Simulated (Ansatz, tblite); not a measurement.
Cost and result up the ladder for the cluster Na6H6 (12 atoms). Charge 0, multiplicity 1. Geometry: PBE-D4/def2-SVP.

| atom | x (Å) | y (Å) | z (Å) |
| --- | --- | --- | --- |
| Na1 | -1.4101 | 0.1736 | -1.9312 |
| Na2 | -1.1526 | 1.5196 | 1.4581 |
| Na3 | 1.1518 | -1.5141 | -1.4591 |
| Na4 | 1.4058 | -0.1769 | 1.9287 |
| Na5 | 1.7963 | 1.4244 | -0.7016 |
| Na6 | -1.7918 | -1.4251 | 0.7030 |
| H7 | -0.9395 | -1.9790 | -1.1970 |
| H8 | 0.9377 | 1.9794 | 1.1955 |
| H9 | -2.4002 | 0.6753 | -0.0849 |
| H10 | 0.6719 | 0.5701 | -2.3327 |
| H11 | 2.4038 | -0.6740 | 0.0850 |
| H12 | -0.6730 | -0.5736 | 2.3362 |

Ansatz on 4 threads of Arm Neoverse N1 on a shared host; xTB runs through tblite on one thread. Times are rough, summed over both states, and most runs start from the orbitals of an earlier one. CAM-B3LYP-D4/def2-TZVP serves as the yardstick here, not as an exact answer. The other state is a doublet.

The xTB rows come from tblite. The structure comes from a short search, and lower isomers may exist.

Run but left out: PBE-D4/def2-TZVP (charge +1 doublet: an occupied level 0.27 eV above an empty one).

Raw xTB energies of ions are shifted by several eV.

```json
{"level": "GFN2-xTB", "functions": "30", "wall time": "0.014 s"}
{"level": "GFN1-xTB", "functions": "36", "wall time": "0.017 s"}
{"level": "PBE0-D4/def2-TZVP", "functions": "228", "wall time": "63 s"}
{"level": "CAM-B3LYP-D4/def2-TZVP (with forces)", "functions": "228", "wall time": "89 s"}
```

Problem. Estimate what each level gives for the vertical IE (eV).

Solution. 
| level | vertical IE (eV) | difference from CAM-B3LYP-D4/def2-TZVP (eV) |
| --- | --- | --- |
| GFN2-xTB | 12.24 | 4.75 |
| GFN1-xTB | 11.99 | 4.50 |
| PBE0-D4/def2-TZVP | 7.03 | -0.47 |
| CAM-B3LYP-D4/def2-TZVP (with forces) | 7.49 | 0.00 |
